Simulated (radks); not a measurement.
Values are calculated unless marked as measured or tabulated.
Q: Radial electron density D(r) = 4 pi r^2 rho(r) of an atom or ion with 16 electrons. Level of theory: scalar-relativistic Kohn-Sham, OLYP, spin-polarised, spherical densities, point nucleus (a radial shooting solver on a logarithmic mesh with Libxc functionals).

r (bohr),D(r) (e/bohr),spin D(r)
0.006963,2.579,0.000777
0.007914,3.199,0.000992
0.008995,3.947,0.00127
0.01031,4.902,0.00166
0.01171,5.970,0.00216
0.01331,7.215,0.00282
0.01513,8.645,0.00372
0.0172,10.26,0.00498
0.01954,12.04,0.00675
0.02221,13.95,0.00928
0.02525,15.93,0.0130
0.02869,17.91,0.0183
0.03261,19.77,0.0261
0.03706,21.40,0.0376
0.04212,22.65,0.0542
0.04788,23.39,0.0781
0.05441,23.53,0.112
0.06185,23.04,0.160
0.07029,21.97,0.224
0.07989,20.51,0.310
0.0908,18.93,0.420
0.1032,17.58,0.554
0.1173,16.81,0.711
0.1333,16.89,0.882
0.1527,17.97,1.06
0.1736,19.74,1.20
0.1973,21.76,1.29
0.2242,23.41,1.30
0.2548,24.05,1.21
0.2896,23.22,1.02
0.3292,20.84,0.776
0.3741,17.27,0.531
0.4252,13.22,0.371
0.4833,9.571,0.374
0.5493,7.013,0.581
0.6243,5.834,0.977
0.7096,5.813,1.47
0.8064,6.347,1.91
0.9166,6.751,2.16
1.042,6.550,2.14
1.184,5.635,1.87
1.346,4.246,1.43
1.529,2.793,0.966
1.738,1.622,0.592
1.976,0.8600,0.357
2.263,0.4263,0.227
2.572,0.2313,0.162
2.924,0.1329,0.114
3.323,0.07510,0.0709
3.777,0.03799,0.0373
4.293,0.01593,0.0158
4.879,0.005213,0.00521
5.545,0.001276,0.00128
6.302,0.0002257,0.000226

What is the nuclear charge?

A: Z = 20. The innermost maximum, from 1s, lies near gamma/Z bohr with gamma = sqrt(1 - (Z/c)^2) = 0.989, here 0.0495 bohr (found: 0.0527), and its height grows with Z. The density is that of the calcium ion Ca4+ in [He] 2s2 2p5.75 3s2 3p4 4s0.25; the configuration itself is not fixed sharply by these data, and Z only to about a unit. D(r) has 3 maxima, at r = 0.0527, 0.253, 0.946 bohr, and minima at 0.124, 0.666 bohr, inside which lie 2.16, 10.12 electrons.
